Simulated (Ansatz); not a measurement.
Ansatz (a first-principles code) input:

Ansatz 0.2 input:
```yaml
crystal:
  periodic: [false, false, false]
  atoms:
    - {symbol: Si, position_ang: [-0.92279703, -0.09101666, 0.24767018]}
    - {symbol: Br, position_ang: [-0.74457031, -0.63668736, 2.35210683]}
    - {symbol: Br, position_ang: [-1.55713104, -1.67349810, -1.11502027]}
    - {symbol: Br, position_ang: [-1.69414218, 1.90703999, -0.17001385]}
    - {symbol: N, position_ang: [0.95064885, 0.11367052, -0.25348749]}
    - {symbol: H, position_ang: [1.48097282, -0.75496724, -0.11722411]}
    - {symbol: H, position_ang: [1.41874700, 0.83981872, 0.30135249]}
    - {symbol: H, position_ang: [1.05627551, 0.37683265, -1.24029144]}
basis:
  gaussian:
    orbitals: def2-TZVP
hamiltonian:
  xc: b3lyp
  dispersion: d3bj
total_charge: 1
relax: {f_tol: 0.002, max_steps: 150}
```

Q: Predict the final energy.

A: -8068.58720 Eh (B3LYP-D3(BJ)/def2-TZVP). The basis has 230 functions.

It need not be the lowest isomer of its formula.
